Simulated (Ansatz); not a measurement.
Basis sets compared for Zr₃O₁₂H₁₂, a hydroxylated oxide cluster. Total charge 0; singlet. Geometry PBE-D4/def2-SVP. Ansatz on 2 threads of AMD EPYC 7R13 on a shared host and a share (18 GiB) of an NVIDIA H100 80GB HBM3; times are rough, and most runs start from earlier orbitals.

Cartesian coordinates in Å:
```
Zr -1.1699 1.6012 0.1541
Zr -0.6002 -1.9968 -0.5150
Zr 2.1396 0.1847 0.4664
O -0.9174 -3.5267 0.6968
O 0.2775 -2.6791 -2.1610
O 1.4837 -1.7709 0.4730
O -2.3075 -1.5234 -1.3130
O -1.0332 -0.3784 1.0252
O 3.2310 0.0522 2.0577
O 0.3442 0.1669 -0.9369
O 3.3608 0.6490 -0.9626
O 0.9727 1.7768 1.0729
O -2.8578 1.0814 -0.8235
O -0.6701 3.0213 -1.1019
O -1.7944 2.4944 1.7857
H -1.5848 -4.2124 0.8474
H -0.0826 -2.7334 -3.0608
H 1.7551 -2.5109 1.0442
H -2.7768 -0.6531 -1.2067
H -1.5207 -0.6020 1.8374
H 3.7235 -0.0400 2.8841
H 0.5514 0.3432 -1.8741
H 4.2198 0.6647 -1.4066
H 1.0019 2.2508 1.9226
H -3.2548 1.6003 -1.5436
H -0.0657 3.6308 -1.5461
H -2.4252 3.1096 2.1843
```

In the def2 sets Zr takes a core potential; there is no spin–orbit coupling. Single mean-field runs in def2-TZVP are fitted with def2-universal-jkfit.

Binding counts from free atoms (Zr triplet, O triplet, H doublet) in the same basis, without a counterpoise term.

| level | functions | energy (Eh) | HOMO (eV) | LUMO (eV) | binding per atom (eV) | wall time |
| --- | --- | --- | --- | --- | --- | --- |
| PBE-D4/def2-SVP | 321 | -1050.3938 | -5.76 | -1.21 | – | 4.3 s |
| PBE0-D4/def2-SVP | 321 | -1050.2945 | -7.45 | -0.35 | 4.62 | 5.5 s |

Q: Estimate the rows for PBE-D4/def2-TZVP (with forces), PBE0-D4/def2-TZVP.

A: 
| level | functions | energy (Eh) | HOMO (eV) | LUMO (eV) | binding per atom (eV) | wall time |
| --- | --- | --- | --- | --- | --- | --- |
| PBE-D4/def2-TZVP (with forces) | 564 | -1051.5059 | -6.04 | -1.46 | – | 9 s |
| PBE0-D4/def2-TZVP | 564 | -1051.3981 | -7.67 | -0.57 | 4.55 | 7.5 s |
